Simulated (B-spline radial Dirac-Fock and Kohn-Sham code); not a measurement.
Level of theory: the Dirac equation of a negative muon with reduced mass in the field of a spherical finite nucleus, with the Uehling potential to all orders; nuclear polarisation, deformation, hyperfine structure, self-energy, higher-order vacuum polarisation, relativistic recoil and electron screening are left out; a radial atomic solver. The nuclear charge is a Fermi distribution (skin thickness 2.3 fm).

Q: A muonic atom of atomic mass 196.97 u emits these computed lines: 2p3/2 → 1s1/2 5847 keV, 3d5/2 → 2p3/2 2394 keV, 4f7/2 → 3d5/2 892.5 keV, 5g9/2 → 4f7/2 410.4 keV. Which element is it, and what rms charge radius was used?

A: Mercury (Z = 80, nuclide ¹⁹⁷Hg); the high transitions hardly feel the nucleus and fix Z. The 2p → 1s line lies 9417 keV below the value for a point nucleus without QED, which for this nuclear model gives a radius near 5.44 fm (5.4412 fm was used).
